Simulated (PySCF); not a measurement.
Species: C7H8ClN.
Atom-mapped SMILES: `[N:1]#[C:2][C@H:3]1[CH2:4][CH2:5]/[C:6](=[CH:7]\[Cl:8])[CH2:9]1`

Probes without a nucleus sit at each ring's centroid and 1 Å off its mean plane on both sides; NICS is minus the shielding there, NICSzz its component along the normal. Level: GIAO PBE0/pcSseg-1 (PySCF, non-relativistic, gas phase) on the GFN2-xTB geometry, one conformer.

Ring bond lengths (Å), with Mayer bond orders in brackets: C3–C4 1.538 (0.97), C4–C5 1.529 (1.04), C5–C6 1.503 (1.03), C6–C9 1.505 (1.01), C9–C3 1.539 (0.95).

Question: Give the NICS values of each ring in ppm.

Answer: 
```
          ring                                            type  NICS(0)  NICS(1), two faces  NICS(1)zz, two faces  rms pucker (Å)  centre to ring atoms, mean (Å)
C3–C4–C5–C6–C9  5-membered carbocycle; formal bonds all single     -4.0         -4.1 / -3.3           -3.0 / -1.9            0.17                            1.28
```

Question: What do they say, and how far can they be read as aromaticity?

Answer: 
- C3–C4–C5–C6–C9: mean NICS(1)zz -2.5 ppm, near zero. C3, C4, C5, C9 have four or more neighbours, so the value isn't read as a sign of a π ring current.

Question: Give the inner angles of the rings and the Hirshfeld charges of the ring atoms.

Answer: 
- C3–C4–C5–C6–C9: C3 103.4° (+0.001 e), C4 103.4° (-0.057 e), C5 104.8° (-0.072 e), C6 109.8° (0.000 e), C9 103.6° (-0.058 e); sum 525.0° against 540° for a flat convex ring.

The run took 29 s of wall time on an x86-64 server with one thread, no GPU (shared host). This is the whole shielding run at PBE0/pcSseg-1, SCF included.
